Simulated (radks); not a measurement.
Results of a calculation; reference values are marked as such.
The nuclear charge of the potassium ion K+ is varied continuously with 18 electrons held in [Ar]. Level of theory: scalar-relativistic Kohn-Sham, SCAN, spin-polarised, spherical densities, finite nucleus; meta-GGA in the generalised Kohn-Sham scheme; Fermi nuclear charge, rms radius 3.4349 fm (a radial shooting solver on a logarithmic mesh with Libxc functionals). By the Hellmann-Feynman theorem dE/dZ = E(electron-nucleus)/Z, the electronic potential at the nucleus (averaged over a nucleus of fixed radius). The scalar-relativistic energy here is not variational (the density holds large components alone), so the two differ by a part that grows with Z.

Z = 18.5: E (hartree) -565.21728; E(electron-nucleus)/Z (hartree) -72.6939; HOMO 3p; e(HOMO) (eV) -17.639; <r> HOMO (bohr) 1.529
Z = 18.75: E (hartree) -583.55496; E(electron-nucleus)/Z (hartree) -73.9506; HOMO 3p; e(HOMO) (eV) -21.448; <r> HOMO (bohr) 1.474
Z = 19: E (hartree) -602.20845; E(electron-nucleus)/Z (hartree) -75.2067; HOMO 3p; e(HOMO) (eV) -25.482; <r> HOMO (bohr) 1.423
Z = 19.25: E (hartree) -621.17397; E(electron-nucleus)/Z (hartree) -76.4627; HOMO 3p; e(HOMO) (eV) -29.735; <r> HOMO (bohr) 1.377
Z = 19.5: E (hartree) -640.45607; E(electron-nucleus)/Z (hartree) -77.7181; HOMO 3p; e(HOMO) (eV) -34.205; <r> HOMO (bohr) 1.334
Z = 19.75: E (hartree) -660.05032; E(electron-nucleus)/Z (hartree) -78.9737; HOMO 3p; e(HOMO) (eV) -38.889; <r> HOMO (bohr) 1.294
Z = 20: E (hartree) -679.96116; E(electron-nucleus)/Z (hartree) -80.2290; HOMO 3p; e(HOMO) (eV) -43.784; <r> HOMO (bohr) 1.256

The central difference of E at Z = 19 is -75.238 hartree, to compare with the third column; the second derivative is -4.99 hartree.
